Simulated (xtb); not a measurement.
Cl2MoO2 (SMILES [O]=[Mo](=[O])([Cl])[Cl]), singlet, from a rough starting geometry (GFN-xTB shapes and energies of metal compounds can be far from the true ones).

The xtb input:
```
$ xtb mol.xyz --gfn 2 --opt vtight --json

# file mol.xyz
5

Mo     0.10491040    -0.01292277    -0.01294764
O      1.33987809    -0.59083134    -0.98329959
O      0.62483470     0.17312272     1.60941024
Cl    -0.59851391     1.84433698    -0.73943230
Cl    -1.43162732    -1.47090255     0.02693464
```

**Question.** What does this run give for the HOMO-LUMO gap, dipole moment, total energy at the end of the optimisation?

**Answer.** 
The HOMO-LUMO gap is 3.52 eV and the dipole moment comes out as 4.00 D. The total energy at the end of the optimisation comes out as -19.4215 Eh.
